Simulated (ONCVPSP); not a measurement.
Reading a pseudo-wave (Nb)

Columns: radius, all-electron u(r) and pseudo u(r) of the 4s shell (level -61.84 eV) of niobium in the configuration [Ar] 3d10 4s2 4p6 4d4; LDA (Perdew-Zunger), non-relativistic, ONCV scheme, ONCVPSP 4.0.1.

| r (bohr) | all-electron | pseudo |
| --- | --- | --- |
| 0.128 | 0.3404 | 0.0602 |
| 0.255 | -0.3756 | 0.1492 |
| 0.382 | -0.5431 | 0.2833 |
| 0.510 | -0.1451 | 0.4597 |
| 0.638 | 0.3633 | 0.6537 |
| 0.765 | 0.7528 | 0.8301 |
| 0.893 | 0.9789 | 0.9601 |
| 1.020 | 1.0610 | 1.0229 |
| 1.148 | 1.0434 | 1.0172 |
| 1.275 | 0.9664 | 0.9553 |
| 1.402 | 0.8600 | 0.8573 |
| 1.530 | 0.7430 | 0.7428 |
| 1.658 | 0.6288 | 0.6288 |
| 1.785 | 0.5246 | 0.5246 |
| 1.912 | 0.4325 | 0.4325 |
| 2.040 | 0.3527 | 0.3527 |
| 2.168 | 0.2855 | 0.2855 |
| 2.295 | 0.2301 | 0.2301 |
| 2.422 | 0.1844 | 0.1844 |
| 2.550 | 0.1470 | 0.1470 |
| 2.678 | 0.1167 | 0.1167 |
| 2.805 | 0.0926 | 0.0926 |
| 2.932 | 0.0732 | 0.0732 |
| 3.060 | 0.0577 | 0.0577 |
| 3.188 | 0.0453 | 0.0453 |
| 3.315 | 0.0356 | 0.0356 |

**Question.** How many radial nodes do the two functions have?

**Answer.** The all-electron 4s function has n − l − 1 = 3 (the table is too coarse to show those close to the nucleus); the pseudo-wave has 0, since the states of the same l below it are removed with the core.

**Question.** At about which radius was the pseudo-wave matched?

**Answer.** 1.65 bohr, where the columns begin to agree (steps of 0.13 bohr).

**Question.** Is the pseudo-wave norm-conserving?

**Answer.** Yes: the ONCV scheme keeps the norm inside the radius equal to the all-electron one, which fixes the energy derivative of the logarithmic derivative at the level.
